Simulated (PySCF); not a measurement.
Compound: C3H8BNO3.
Z-matrix (Å and degrees, PBE0-D3(BJ)/def2-SVP geometry), rows numbered from 1:
```
C 
O   1  1.4071
B   2  1.3432  1  132.71
N   3  1.4658  2  130.63  1     1.33
C   4  1.3638  3  136.22  2     3.72
O   5  1.2076  4  127.67  3    -1.63
O   3  1.3654  2  118.57  1  -178.19
C   7  1.4031  3  121.26  2     0.50
H   1  1.1014  2  108.77  3   118.59
H   1  1.1011  2  108.58  3  -124.22
H   1  1.0977  2  112.09  3    -2.90
H   4  1.0158  3  110.87  2  -178.58
H   5  1.1174  4  111.49  3   178.17
H   8  1.0996  7  108.26  3   161.98
H   8  1.1031  7  111.18  3   -79.02
H   8  1.1013  7  111.86  3    41.65
```

Level: PBE0/pcSseg-1 in PySCF, non-relativistic, on one gas-phase PBE0-D3(BJ)/def2-SVP geometry that isn't relaxed in the solvent. The solvent is an IEF-PCM continuum (van der Waals radii × 1.2). The model holds no explicit solvent molecules, cavitation or dispersion.

```
run  E − E(gas) (kJ/mol)  HOMO (eV)  HOMO–LUMO gap (eV)  dipole (D)
gas                 0.00      -7.67                7.64        2.13
  P               -20.11      -7.74                7.70        2.55
  Q               -26.85      -7.77                7.72        2.71
```

**Question.** The runs were made in acetone and chloroform. Which run belongs to which solvent?

**Answer.** P = chloroform, Q = acetone. The dielectric constants are 4.711 (chloroform), 20.49 (acetone), and the energy falls further as ε rises. In this model the ground state sees the solvent through ε alone.

**Question.** How constant is the ratio of the lowering to (ε − 1)/(2ε + 1)?

**Answer.** 
```tsv
solvent	(ε − 1)/(2ε + 1)	E − E(gas) (kJ/mol)	ratio (kJ/mol)	polarisation term (kJ/mol)
chloroform	0.356	-20.11	-56.5	-22.25
acetone	0.464	-26.85	-57.8	-30.77
```

The ratio changes by +2.4 % in size from chloroform to acetone. The polarisation term is half the interaction of the solute with the induced surface charges.
